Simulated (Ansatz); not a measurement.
Cost and result up the ladder for NiCl2 (3 atoms). The state is a triplet with charge 0. Geometry: PBE-D4/def2-TZVP.

```
atom    x (Å)    y (Å)    z (Å)
 Ni1   0.0000   0.0000   0.0000
 Cl2  -1.7967  -0.9450   0.2974
 Cl3   1.7967   0.9450  -0.2975
```

Ansatz on 2 threads of AMD EPYC 7R43 on a shared host. Times are rough, and most runs start from the orbitals of an earlier one. ωB97M-V/def2-TZVP serves as the yardstick here, not as an exact answer. Differences are given only for rows in sets of like size (and for xTB, whose basis is part of the method), since another set adds its own error. Binding counts from free atoms at the same level (Ni triplet, Cl doublet; other spins of the atoms weren't run), without zero-point energy or a counterpoise term.

The 6-31G sets use Cartesian d functions. B3LYP takes the VWN-RPA correlation. Correlated methods freeze 15 core orbitals; core or outer-core shells of Ni are correlated, in sets that lack core-valence functions. In CCSD on the charge 0 triplet the largest single amplitude is 0.18, so its Hartree–Fock determinant may place the open shell otherwise than the density functionals do.

Correlated methods converge slowly with the basis (MP2 moves by 0.14 eV from def2-TZVP to def2-QZVPP here).

```json
{"level": "MP2/def2-TZVP", "functions": "119", "wall time": "8 s"}
{"level": "RPA@PBE/def2-TZVP", "functions": "119", "wall time": "12 s"}
{"level": "PBE-D4/def2-TZVP (with forces)", "functions": "119", "wall time": "15 s"}
{"level": "B3LYP-D4/6-31G", "functions": "55", "wall time": "15 s"}
{"level": "PBE-QIDH/def2-TZVP", "functions": "119", "wall time": "18 s"}
{"level": "r2SCAN-D4/def2-TZVPD", "functions": "140", "wall time": "23 s"}
{"level": "B2PLYP/def2-TZVP", "functions": "119", "wall time": "25 s"}
{"level": "r2SCAN0-D4/def2-TZVP", "functions": "119", "wall time": "26 s"}
{"level": "r2SCANh-D4/def2-TZVP", "functions": "119", "wall time": "33 s"}
{"level": "CAM-B3LYP-D4/def2-TZVP", "functions": "119", "wall time": "33 s"}
{"level": "B3LYP-D4/def2-TZVP", "functions": "119", "wall time": "43 s"}
{"level": "B97M-V/def2-TZVP", "functions": "119", "wall time": "95 s"}
{"level": "CCSD(T)/def2-TZVPP", "functions": "148", "wall time": "1.7 min"}
{"level": "ωB97M-V/def2-TZVP", "functions": "119", "wall time": "1.9 min"}
```

Q: Estimate what each level gives for the binding energy per atom (eV).

A: 
| level | binding energy per atom (eV) | difference from ωB97M-V/def2-TZVP (eV) |
| --- | --- | --- |
| MP2/def2-TZVP | 2.54 | 0.02 |
| RPA@PBE/def2-TZVP | 2.03 | -0.49 |
| PBE-D4/def2-TZVP (with forces) | 2.66 | 0.14 |
| B3LYP-D4/6-31G | 2.37 | – |
| PBE-QIDH/def2-TZVP | 2.41 | -0.11 |
| r2SCAN-D4/def2-TZVPD | 2.71 | 0.19 |
| B2PLYP/def2-TZVP | 2.31 | -0.22 |
| r2SCAN0-D4/def2-TZVP | 2.59 | 0.07 |
| r2SCANh-D4/def2-TZVP | 2.65 | 0.13 |
| CAM-B3LYP-D4/def2-TZVP | 2.43 | -0.09 |
| B3LYP-D4/def2-TZVP | 2.42 | -0.10 |
| B97M-V/def2-TZVP | 2.64 | 0.12 |
| CCSD(T)/def2-TZVPP | 2.47 | -0.05 |
| ωB97M-V/def2-TZVP | 2.52 | 0.00 |
